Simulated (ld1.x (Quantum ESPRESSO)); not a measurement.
**Which change was made? (Mn, TM)**

```
Element                 : manganese
Generator               : ld1.x (Quantum ESPRESSO) 7.5
Type                    : norm-conserving Troullier–Martins (Kleinman–Bylander form)
Functional              : PBEsol
Relativity              : scalar-relativistic
Frozen core             : [Ar]
Valence charge          : 7
Reference configuration : 3d5 4s1 4p0 (charge +1)
Partial waves           : 4s (bound): rc 2.15 bohr; 4p (bound, empty): rc 2.00 bohr; 3d (bound): rc 1.25 bohr
Local potential         : all-electron potential smoothed inside 1.20 bohr (lloc = -1)
Core correction         : none
```

Cutoffs, loose and tight: the cutoffs (Ry, on a coarse ladder) from which the occupation-weighted sum of valence levels, in a spherical-Bessel basis at the reference potential, stays within 10 and 1 mRy of its value at 400 Ry. They do not see the model core or the augmentation charge, which bear on the density cutoff. Test errors are all-electron minus pseudo excitation energies from the reference, over the configurations 3d5 4s2 4p0; 3d5 4s0 4p0; 3d4 4s0 4p0; 3d4 4s2 4p0; 3d3 4s0 4p0; 3d4 4s2 4p1; 3d5 4s0 4p2; variants that change the core or the reference have their own tests. The largest error is taken over the tests solved by every variant that gives reliable tests at all, those not shown here included: 3d3 4s0 4p0; 3d4 4s0 4p0; 3d4 4s2 4p0; 3d5 4s0 4p0; 3d5 4s2 4p0.

The base gives: outcome: generated; cutoff, loose: 140 Ry; cutoff, tight: 160 Ry; bound ghosts: s, p; largest test error (meV): -524.

**Question.** After one change the result is: outcome: generated; cutoff, loose: 140 Ry; cutoff, tight: 160 Ry; bound ghosts: s; largest test error (meV): -349. Which change was it?
A. reference 3d5 4s2 4p0
B. wave 3d (bound): rc 1.25 bohr becomes 3d (bound): rc 0.84 bohr
C. local potential all-electron potential smoothed inside 1.82 bohr (lloc = -1)

**Answer.** A. The others give: local potential all-electron potential smoothed inside 1.82 bohr (lloc = -1) → outcome: generated; cutoff, loose: 140 Ry; cutoff, tight: 160 Ry; bound ghosts: s; largest test error (meV): -693 | wave 3d (bound): rc 1.25 bohr becomes 3d (bound): rc 0.84 bohr → outcome: generated; cutoff, loose: 230 Ry; cutoff, tight: 300 Ry; bound ghosts: s, p; largest test error (meV): -602.
